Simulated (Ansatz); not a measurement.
Start from `O[SiH2][NH][GeH2][OH]` and change one atom or group to get `N#CN[SiH2]O`.

Ansatz, PBE0-D4/def2-TZVP geometries, multiplicity 1. Each molecule was computed in one conformer, which needn't be the lowest.

Scalar relativity is left out up to krypton.

```csv
property,`O[SiH2][NH][GeH2][OH]`
HOMO–LUMO gap (ωB97M-V/def2-TZVPP) / eV,11.72
LUMO energy (PBE0/def2-TZVPP) / eV,0.17
LUMO energy (B3LYP/def2-TZVPP) / eV,-0.14
LUMO energy (PBE/def2-TZVPP) / eV,-0.70
size of the dipole moment (ωB97M-V/def2-TZVPP) / D,3.02
HOMO energy (ωB97M-V/def2-TZVPP) / eV,-9.93
```

(1) What does the change do to each property? (An estimate is asked.)

## Answers

(1) Computed: 
```tsv
property	`N#CN[SiH2]O`	shift
HOMO–LUMO gap (ωB97M-V/def2-TZVPP) / eV	11.64	-0.08
LUMO energy (PBE0/def2-TZVPP) / eV	-0.17	-0.34
LUMO energy (B3LYP/def2-TZVPP) / eV	-0.47	-0.33
LUMO energy (PBE/def2-TZVPP) / eV	-1.04	-0.34
size of the dipole moment (ωB97M-V/def2-TZVPP) / D	3.40	0.38
HOMO energy (ωB97M-V/def2-TZVPP) / eV	-10.23	-0.30
```

Dipoles are sizes alone; their direction can turn.

B3LYP here is the variant with VWN-RPA as its local correlation; programs differ in this.
